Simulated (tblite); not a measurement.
C₆H₉FO.
Numbering: `[CH3:1][C@@H:2]1[CH2:3][CH2:4][C@@H:5]1[C:6](=[O:7])[F:8]` (hydrogens: H9, H10, H11 on C1; H12 on C2; H13, H14 on C3; H15, H16 on C4; H17 on C5)

Cartesian coordinates in Å at the GFN2-xTB level; atoms count from 1:
```
atom  x, y, z in Å
C1    -1.0989    1.0580   -0.8338
C2    -0.5914   -0.3485   -0.5684
C3    -0.9725   -0.9166    0.8110
C4     0.4873   -0.7915    1.2703
C5     0.9137   -0.4445   -0.1636
C6     1.6956    0.8047   -0.3248
O7     1.9731    1.6435    0.4575
F8     2.1176    0.9462   -1.6230
H9    -2.1790    1.0404   -0.9648
H10   -0.6507    1.4660   -1.7378
H11   -0.8629    1.7176   -0.0015
H12   -0.8445   -0.9937   -1.4114
H13   -1.3249   -1.9448    0.7716
H14   -1.6899   -0.3181    1.3667
H15    0.6595    0.0355    1.9558
H16    0.9349   -1.6933    1.6801
H17    1.4260   -1.2489   -0.6938
```

Calculated harmonic vibrations of the isolated species, GFN2-xTB (tblite), most abundant isotopes, no scaling. Against measured fundamentals such values can be off by several per cent, at times by over 20. One conformer, not necessarily the lowest.

Harmonic wavenumbers (cm⁻¹): 37.0, 56.4, 143.8, 221.3, 252.1, 346.8, 367.2, 435.5, 576.0, 660.3, 721.9, 799.5, 818.5, 909.0, 947.2, 954.3, 1003.5, 1021.1, 1049.1, 1093.2, 1103.8, 1142.2, 1150.2, 1181.6, 1209.8, 1234.5, 1254.0, 1255.6, 1300.4, 1322.0, 1414.7, 1464.9, 1481.2, 1498.6, 1500.3, 1863.4, 2964.9, 2978.2, 3013.4, 3027.2, 3028.9, 3029.9, 3031.6, 3034.7, 3040.9.

A = 3213, B = 1670, C = 1411 MHz; mass 116.064 u (most abundant isotopes); point group C1, symmetry number 1.

Zero-point energy?

Half the sum of the wavenumbers: 30470 cm⁻¹ = 364.51 kJ/mol.

Give the ideal-gas entropy at 400 K and 1 bar in the rigid-rotor, harmonic-oscillator model (classical rotation).

Translation 174.26, rotation 121.41, vibration 126.84: S = 422.5 J/(mol K).

And Cp and H(400 K) − H(0)?

Cp = 168.91 J/(mol K), of which vibrations give 135.65 (their classical limit is 45 R = 374.2); H(400 K) − H(0) = 39.21 kJ/mol without the zero-point energy, 25.91 from vibrations.

Blend soft modes into free rotors: weight 1/[1 + (100 cm⁻¹/ν̃)⁴] for the oscillator and the rest for a rotor with moment μB/(μ + B), μ = h/(8π²ν), B = 10⁻⁴⁴ kg m². What vibrational entropy results?

113.28 J/(mol K) in place of 126.84, which changes −T·S at 400 K by +5.42 kJ/mol.

What must be added to the electronic energy to get the Gibbs energy at 400 K and 1 bar?

ZPE + [H(400 K) − H(0)] − T·S = 364.51 + 39.21 − 169.00 = 234.72 kJ/mol.

How do the functions run with temperature in this model?

| T (K) | S (J/(mol K)) | Cp (J/(mol K)) | H − H(0) (kJ/mol) | G − H(0) (kJ/mol) | ln q(vib) |
| --- | --- | --- | --- | --- | --- |
| 50 | 240.7 | 50.8 | 2.10 | -9.94 | 0.66 |
| 100 | 280.4 | 65.5 | 5.00 | -23.04 | 1.69 |
| 298.15 | 378.8 | 130.0 | 23.97 | -88.97 | 5.51 |
| 373.15 | 411.1 | 158.9 | 34.81 | -118.60 | 6.94 |
| 500 | 463.9 | 202.8 | 57.84 | -174.13 | 9.43 |
| 750 | 558.7 | 264.2 | 116.81 | -302.24 | 14.39 |
| 1000 | 640.5 | 303.5 | 188.11 | -452.41 | 19.19 |

q(vib) and H(0) count from the zero-point level.

Which modes carry the vibrational entropy at 400 K?

37.0 cm⁻¹: 25.09; 56.4 cm⁻¹: 21.59; 143.8 cm⁻¹: 13.89; 221.3 cm⁻¹: 10.43; 252.1 cm⁻¹: 9.41; 346.8 cm⁻¹: 7.00 J/(mol K); the other 39 give 39.44 together.

Hindered rotation and anharmonicity are outside this model. Other conformers, if any are populated, would add a mixing term that is left out. The structure is chiral; the term R ln 2 for an equal mix with its mirror image is left out.

Hardware: one thread of an Intel Xeon at 2.50 GHz, no GPU, shared host with 64 logical CPUs at a one-minute load of 58. Cost: 1.4 s of wall time. The figure is for the frequency step alone.
